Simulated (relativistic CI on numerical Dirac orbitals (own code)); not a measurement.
Sc2+ in a cubic cluster: L2,3 absorption with charge transfer

Computed with a charge-transfer multiplet model of a cubic metal-ligand cluster with up to one ligand hole, Slater and spin-orbit integrals from Dirac-Coulomb-Breit ions, Slater integrals scaled by 0.8. The ground state mixes d1 with configurations of k ligand holes L, whose averages lie at kΔ + k(k − 1)U_dd/2; a core hole lowers each added d electron by U_cd. 20 K, Lorentzian 0.4 eV and Gaussian 0.3 eV FWHM.

Atomic integrals in eV (Slater integrals scaled, ζ unscaled), ground: F2dd 4.710, F4dd 2.885, zeta_d 0.008; with the core hole: F2dd 6.786, F4dd 4.228, zeta_d 0.015, zeta_core 3.008, F2cd 3.515, G1cd 2.451, G3cd 1.388. Where a configuration has fewer than two d electrons, the dd integrals are those of d2.

Cluster parameters (eV): Δ = 8.5, U_dd = 4.9, U_cd = 5.9, 10Dq = 0.7, 10Dq(ligand) = 1.4, final-state hopping factor = 1.

```tsv
Case	n_d	d1	d2L	S
V(eg) = 2.15 eV, V(t2g) = -1.05 eV	1.18	0.82	0.18	0.50
V(eg) = 2.45 eV, V(t2g) = -1.19 eV	1.20	0.80	0.20	0.50
V(eg) = 2.75 eV, V(t2g) = -1.34 eV	1.23	0.77	0.23	0.50
V(eg) = 3.05 eV, V(t2g) = -1.49 eV	1.25	0.75	0.25	0.50
V(eg) = 3.65 eV, V(t2g) = -1.78 eV	1.28	0.72	0.28	0.50
```

Weights, n_d and S are thermal averages at 20 K. Photon energies count from the first peak over 30 % of the highest in each spectrum, which can be another peak from case to case. The parameters are a model scan and need not match a compound or its usual spin state. Peaks in eV (height, largest 100):
- V(eg) = 2.15 eV, V(t2g) = -1.05 eV: -1.3 (16), 0.0 (38), 1.4 (100), 3.2 (42), 4.2 (40), 4.9 (67), 5.7 (85), 8.3 (5)
- V(eg) = 2.45 eV, V(t2g) = -1.19 eV: -1.3 (17), 0.0 (38), 1.4 (100), 2.3 (27), 3.1 (43), 4.9 (69), 5.7 (84)
- V(eg) = 2.75 eV, V(t2g) = -1.34 eV: -1.4 (18), 0.0 (39), 1.4 (100), 3.0 (44), 4.8 (71), 5.8 (84)
- V(eg) = 3.05 eV, V(t2g) = -1.49 eV: -1.3 (19), 0.0 (40), 1.4 (100), 3.0 (46), 4.8 (72), 5.8 (84)
- V(eg) = 3.65 eV, V(t2g) = -1.78 eV: -1.4 (20), 0.0 (41), 1.4 (100), 2.8 (51), 4.7 (74), 5.9 (84)

Curve for V(eg) = 2.45 eV, V(t2g) = -1.19 eV (points under 2 left out, the grid thinned):

(E (eV), Intensity): (-2.5, 2.3), (-2.2, 3.3), (-2.0, 4.4), (-1.7, 8.8), (-1.5, 14.4), (-1.2, 16.1), (-1.0, 13.5), (-0.7, 16.6), (-0.4, 29.2), (-0.2, 36.3), (0.1, 38.0), (0.3, 35.6), (0.6, 41.3), (0.8, 55.4), (1.1, 83.9), (1.4, 100.0), (1.6, 78.7), (1.9, 33.6), (2.1, 26.8), (2.4, 26.6), (2.6, 28.7), (2.9, 41.4), (3.1, 42.8), (3.4, 37.5), (3.7, 32.0), (3.9, 34.7), (4.2, 40.2), (4.4, 42.0), (4.7, 63.4), (4.9, 68.7), (5.2, 59.1), (5.5, 76.7), (5.7, 84.1), (6.0, 77.3), (6.2, 53.2), (6.5, 20.0), (6.7, 13.2), (7.0, 8.0), (7.3, 4.8), (7.5, 3.9), (7.8, 3.3), (8.0, 3.7), (8.3, 4.9), (8.5, 3.9), (8.8, 2.1)

For the case V(eg) = 2.75 eV, V(t2g) = -1.34 eV, Δ = 8.5 eV is larger than U_dd = 4.9 eV, the Mott-Hubbard side of the Zaanen-Sawatzky-Allen scheme. With the core hole the configuration with one ligand hole lies at Δ + U_dd − U_cd = 7.5 eV above the one without, against Δ in the ground state. The added d electron screens the hole, so the order of the configurations is kept and charge-transfer satellites are weaker than in photoemission.

With at most 1 ligand hole the space is cut while the next configuration still counts, so covalency is underestimated, and a final configuration with one more ligand hole, which can lie low, is missing from the spectra.
